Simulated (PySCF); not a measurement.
PBE0 on Ta (tantalum, neutral), [Xe] 4f14 5d2 6s2 6p1, one real determinant (an excited configuration). Calculation: PySCF 2.14, in x2c-TZVPPall (11s7p7d3f1g, 97 functions); the spin-free X2C one-electron Hamiltonian (Gaussian nucleus).

```
cycle= 4 E= -15604.8702097537  delta_E= -0.000778  |g|= 0.00882  |ddm|= 0.0784
cycle= 5 E= -15604.8709272265  delta_E= -0.000717  |g|= 0.00742  |ddm|= 0.0838
cycle= 6 E= -15604.8718896382  delta_E= -0.000962  |g|= 0.00632  |ddm|= 0.137
cycle= 7 E= -15604.8725983275  delta_E= -0.000709  |g|= 0.00491  |ddm|= 0.114
cycle= 8 E= -15604.8729298245  delta_E= -0.000331  |g|= 0.00442  |ddm|= 0.06
cycle= 9 E= -15604.8736118356  delta_E= -0.000682  |g|= 0.00272  |ddm|= 0.208
cycle= 10 E= -15604.8736145964  delta_E= -2.76e-06  |g|= 0.00163  |ddm|= 0.0267
cycle= 11 E= -15604.8736444559  delta_E= -2.99e-05  |g|= 0.00042  |ddm|= 0.0371
cycle= 12 E= -15604.8736452658  delta_E= -8.1e-07  |g|= 0.000146  |ddm|= 0.00554
cycle= 13 E= -15604.8736451959  delta_E= 6.99e-08  |g|= 0.000171  |ddm|= 0.00267
cycle= 14 E= -15604.8736452506  delta_E= -5.46e-08  |g|= 7.79e-05  |ddm|= 0.00453
cycle= 15 E= -15604.8736453134  delta_E= -6.28e-08  |g|= 8.88e-06  |ddm|= 0.00213
cycle= 16 E= -15604.8736453136  delta_E= -2.06e-10  |g|= 1.68e-06  |ddm|= 6.8e-05
converged SCF energy = -15604.8736453136  <S^2> = 4.2365388  2S+1 = 4.2362902
```

Highest occupied orbital energy: -3.341 eV; ⟨L²⟩ = 15.18; populations by l: s 11.69, p 25.00, d 22.31, f 14.00.

**Question.** Can this result be used?

**Answer.** Not for this state. Self-consistency was reached. ⟨L²⟩ = 15.18 against 20 for a pure G term, so this real determinant mixes terms. Spin-orbit coupling, absent here, splits the open shell strongly. ⟨S²⟩ = 4.24 against 3.75 shows spin contamination. The s, p, d and f populations moved away from the nominal configuration during the SCF.
